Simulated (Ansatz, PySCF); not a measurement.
C₄H₄BNO, SMILES N#CC1=CCB1O. Atoms are numbered in the order given.

```xyz
11

N     -0.4180     2.9353     0.0000
C     -0.1161     1.8146     0.0000
C      0.2176     0.4374     0.0000
C      1.4285    -0.1815     0.0001
C      1.0268    -1.6438     0.0000
B     -0.4417    -0.9818     0.0000
O     -1.7118    -1.4003     0.0000
H      2.4350     0.2578    -0.0001
H      1.3464    -2.2084    -0.8927
H      1.3464    -2.2084     0.8927
H     -1.8029    -2.3593     0.0000
```
Charge 0, spin multiplicity 1.

Geometry: PBE0-D3(BJ)/def2-SVP. This is a generated structure with no PubChem entry under its InChIKey; it may be hypothetical. Other conformers were not sampled.

Two levels are set side by side: PBE-D3(BJ)/def2-SVP (Ansatz, a quantum-chemistry and plane-wave program) and PBE0-D3(BJ)/def2-SVP (Ansatz). Each level has its own optimised geometry; the coordinates shown are those of the second. Frequencies come from the Hessian of PySCF at each geometry. Differences are taken from unrounded values.

```
quantity                            PBE0-D3(BJ)
----------------------------------  -----------
mean bond length (Å)                      1.294
bond N1–C2 (Å)                            1.161
bond C2–C3 (Å)                            1.417
bond C3–C4 (Å)                            1.360
bond C3–B6 (Å)                            1.565
bond C4–C5 (Å)                            1.516
bond C5–B6 (Å)                            1.611
bond B6–O7 (Å)                            1.337
bond C4–H8 (Å)                            1.098
bond C5–H9 (Å)                            1.104
bond C5–H10 (Å)                           1.104
bond O7–H11 (Å)                           0.963
highest harmonic wavenumber (cm⁻¹)         3903
mean harmonic wavenumber (cm⁻¹)            1256
zero-point energy (kcal/mol)              48.46
```

What does PBE-D3(BJ) give, and how far is it from PBE0-D3(BJ)? (The exact figures need the calculation; the answer reports its results.)


```csv
quantity,PBE-D3(BJ),PBE-D3(BJ) minus PBE0-D3(BJ)
mean bond length (Å),1.303,0.009
bond N1–C2 (Å),1.176,0.015
bond C2–C3 (Å),1.418,0.000
bond C3–C4 (Å),1.374,0.014
bond C3–B6 (Å),1.574,0.009
bond C4–C5 (Å),1.524,0.008
bond C5–B6 (Å),1.618,0.007
bond B6–O7 (Å),1.348,0.011
bond C4–H8 (Å),1.107,0.009
bond C5–H9 (Å),1.112,0.009
bond C5–H10 (Å),1.112,0.009
bond O7–H11 (Å),0.975,0.012
highest harmonic wavenumber (cm⁻¹),3729,-175
mean harmonic wavenumber (cm⁻¹),1208,-47
zero-point energy (kcal/mol),46.64,-1.82
```

Exact exchange shortens and stiffens bonds; PBE has none. Differences between two approximate levels are no errors against the true value.
